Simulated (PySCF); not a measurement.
**Working with the constants of GaAs⁻**

ωB97X-V constants of GaAs⁻, ²Σ⁺ (doublet), unpaired electrons σ ↑ (PySCF, no relativity, basis sets Ga def2-TZVPPD, As def2-TZVPPD; masses 68.9256 and 74.9216 u):

```
ωe              : 336.3 cm⁻¹
ωexe            : 0.813 cm⁻¹
Be              : 0.096105 cm⁻¹
αe              : 0.000350 cm⁻¹
D (centrifugal) : 3.14e-08 cm⁻¹
```

Question: Give the vibrational terms G(v) and spacings up to v = 6.

Answer: G(v) = ωe(v+½) − ωexe(v+½)².

| v | G(v) (cm⁻¹) | G(v) − G(v−1) | Bv (cm⁻¹) |
| --- | --- | --- | --- |
| 0 | 167.9 |  | 0.09593 |
| 1 | 502.6 | 334.7 | 0.09558 |
| 2 | 835.7 | 333.0 | 0.09523 |
| 3 | 1167.1 | 331.4 | 0.09488 |
| 4 | 1496.9 | 329.8 | 0.09453 |
| 5 | 1825.1 | 328.2 | 0.09418 |
| 6 | 2151.6 | 326.5 | 0.09383 |

Spin–orbit coupling is left out. The state was picked by a PBE0 search and need not be the measured ground state.
